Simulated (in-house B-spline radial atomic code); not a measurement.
Results of a calculation; reference values are marked as such.
## Building a PAW d channel for Ga, r_c = 1.17 bohr

Ga, [Ar] 3d10 4s2 4p1, non-relativistic PBE, spherical and spin-unpolarised, from an all-electron radial atomic-structure program (B-spline basis) (atomic units; all potentials screened as in the neutral atom).

Two all-electron partial waves φ1, φ2 are integrated outwards at E1 = ε(3d) = -0.726692 and E2 = E1 + 1.5 hartree; φ1 is the bound orbital and φ2 has unit norm inside r_c = 1.1729 bohr. Smooth partners are polynomials, r^3(a0 + a1 r² + a2 r⁴ + a3 r⁶), matched to φ and three derivatives at r_c, with no condition on the norm. The local potential is -18.0084 + (31.4376) r² + (-23.2351) r⁴ + (6.3599) r⁶ inside 0.9603 bohr and the all-electron one outside.

| wave | φ(r_c) | φ'(r_c) | a0 | a1 | a2 | a3 |
| --- | --- | --- | --- | --- | --- | --- |
| 1 | 0.6396295 | -0.7477537 | 4.202917 | -6.102526 | 3.295699 | -0.6331873 |
| 2 | 0.4276048 | 3.291296 | -4.541214 | 8.095648 | -4.572731 | 0.8923191 |

Inside r_c the overlaps are <φi φj> = [[0.83091, -0.80832], [-0.80832, 1.00000]] and, for the smooth waves, [[0.32512, -0.13647], [-0.13647, 0.11851]]. With χj = (Ej − T − V_local) applied to smooth wave j, the program's quadrature gives the matrix B_ij = <smooth i, χj> as [[-0.83338, 1.41113], [0.40335, -0.74606]].

(1) Check the match of the first wave, and find the augmentation charges q_ij.

(2) B isn't symmetric. Show that D_ij = B_ij + Ej q_ij is.

Solving (T + V_local + Σ p D p) ψ = E (1 + Σ p q p) ψ in a sphere of 9 bohr gives these levels:

```json
{"all-electron": "-0.726692", "one projector": "-0.726691", "two projectors": "-0.726691"}
{"all-electron": "0.097954", "one projector": "0.099302", "two projectors": "0.097954"}
{"all-electron": "0.335537", "one projector": "0.342529", "two projectors": "0.335539"}
{"all-electron": "0.718955", "one projector": "0.738570", "two projectors": "0.718955"}
{"all-electron": "1.239510", "one projector": "1.282670", "two projectors": "1.239530"}
```

(3) What does the second projector gain?

Results:

(1) At r_c the four terms are 6.78163, -13.54611, 10.06409, -2.66000, which sum to 0.6396, φ1(r_c) to rounding. q_ij is the all-electron overlap less the smooth one: [[0.50580, -0.67185], [-0.67185, 0.88149]]. The smooth first wave has a norm of 0.3251 inside r_c against 0.8309, and q11 > 0 puts back the missing charge.

(2) Integrating by parts gives B12 − B21 = (E1 − E2) q12: 1.41113 − (0.40335) = 1.00778, and −1.5 × (-0.67185) = 1.00778. So D12 = 1.41113 + (0.773308)(-0.67185) = 0.89158 and D21 = 0.40335 + (-0.726692)(-0.67185) = 0.89158; D11 = -1.20094, D22 = -0.06440. The projectors, p = (B⁻¹)ᵀ χ, are dual to the smooth waves; det B = 0.053.

(3) With one projector the errors are 0.00, +1.35, +6.99, +19.61, +43.16 millihartree. With two the errors are 0.00, 0.00, 0.00, 0.00, +0.02 millihartree. The scattering is exact at E1 and at E2 = 0.773, and over all levels compared the largest error is 0.02 millihartree. The lowest eigenvalue of the overlap operator is 1 with one and 0.933 with two projectors. The smooth orbital alone needs a cutoff of 49.6 hartree for 1 millihartree of kinetic energy, against 89.2 for a norm-conserving Troullier-Martins orbital of the same radius; part of the gain comes from giving up the norm, part from the simpler form.
